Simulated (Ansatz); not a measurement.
Gas-phase electronic energies from Ansatz, PBE0-D4/def2-TZVP geometries. CCSD(T)/CBS adds triple-zeta CCSD(T) − MP2 to the extrapolated MP2 energy (def2 sets, frozen cores). Functionals use def2-TZVPP. B3LYP here is the variant with VWN-RPA as its local correlation; programs differ in this. One conformer a species, not always the lowest.

Consider the cleavage of the B–Si bond: `B[SiH2][CH]1[NH][AlH]1` + `CC(N)=O` → `BNC(C)=O` + `[SiH3][CH]1[NH][AlH]1`.

`B[SiH2][CH]1[NH][AlH]1`:

Z-matrix (Å, degrees):
```
Si
C 1 1.878
B 1 2.002 2 106.5
H 1 1.498 2 107.7 3 -121.0
H 1 1.493 2 109.4 3 122.6
Al 2 1.925 1 118.7 3 136.7
N 2 1.517 1 117.5 3 69.5
H 2 1.094 1 114.6 3 -70.1
H 3 1.198 1 121.2 2 -76.8
H 3 1.198 1 121.7 2 95.3
H 6 1.568 2 164.4 1 72.2
H 7 1.004 2 121.0 1 -63.4
```

`CC(N)=O`:

Z-matrix (Å, degrees):
```
C
C 1 1.509
H 1 1.091 2 108.4
H 1 1.091 2 113.9 3 121.6
H 1 1.090 2 108.5 3 -116.4
N 2 1.357 1 115.7 3 -115.7
O 2 1.212 1 122.1 3 63.9
H 6 1.002 2 122.4 1 -0.1
H 6 1.005 2 118.3 1 179.1
```

`BNC(C)=O`:

Z-matrix (Å, degrees):
```
C
C 1 1.505
H 1 1.093 2 110.5
H 1 1.093 2 110.3 3 118.8
H 1 1.087 2 109.4 3 -120.7
N 2 1.403 1 114.1 3 -58.0
O 2 1.201 1 123.4 3 122.2
B 6 1.409 2 126.6 1 -179.7
H 6 1.009 2 114.1 1 0.2
H 8 1.195 6 117.1 2 180.0
H 8 1.188 6 119.6 2 0.0
```

`[SiH3][CH]1[NH][AlH]1`:

Z-matrix (Å, degrees):
```
Si
C 1 1.853
H 1 1.491 2 111.0
H 1 1.495 2 113.4 3 121.6
H 1 1.495 2 109.4 3 -119.5
N 2 1.522 1 116.7 3 175.0
Al 2 1.926 1 120.3 3 107.8
H 2 1.095 1 114.9 3 -46.8
H 6 1.005 2 120.3 1 62.8
H 7 1.568 2 164.3 1 -76.8
```

```csv
level,ΔE (kJ/mol),difference from CCSD(T)/CBS
PBE-D4,-131.7,13.6
ωB97M-V,-149.1,-3.8
B3LYP,-144.8,0.5
HF/def2-TZVPP,-152.0,-6.7
SCS-MP2/def2-TZVPP,-152.4,-7.1
CCSD/def2-TZVPP,-147.8,-2.5
HF/def2-QZVPP,-152.5,-7.2
SCS-MP2/def2-QZVPP,-151.1,-5.8
HF/CBS(def2),-152.5,-7.2
CCSD/CBS(def2),-145.2,0.1
CCSD(T)/CBS,-145.3,0
```

Largest T1 diagnostic among the species: 0.015.

From PBE to PBE0 (25 % exact exchange), in def2-TZVPP and without D4, ΔE moves by −4.6 kJ/mol.
